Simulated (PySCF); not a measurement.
# Hf²⁺: ionisation energy

Hf²⁺ [Xe] 4f14 5d2 (3F) → Hf³⁺ [Xe] 4f14 5d1 (2D), as a difference of total energies. All numbers are calculated (PySCF 2.14, scalar relativity through the core potential, in def2-TZVP with the def2 core potential (60 electrons) (6s4p3d1f, 40 functions)). Correlated levels: valence: 5s2 5p6 frozen. The calculations carry no spin-orbit coupling.

| method | ionisation energy (eV) | difference from reference (eV) |
| --- | --- | --- |
| UHF | 21.434 | -1.116 |
| LDA | 22.483 | -0.067 |
| TPSS | 22.324 | -0.226 |
| MP2 (valence) | 21.501 | -1.049 |
| SCS-MP2 (valence) | 21.456 | -1.094 |

Reference: 22.55 ± 0.04 eV (theoretical estimate listed by NIST; NIST Atomic Spectra Database, ionization energies).

The reference lies between the lowest fine-structure levels, while these numbers refer to the centres of the terms.

Errors of the correlated levels include the incompleteness of this basis and the frozen core.
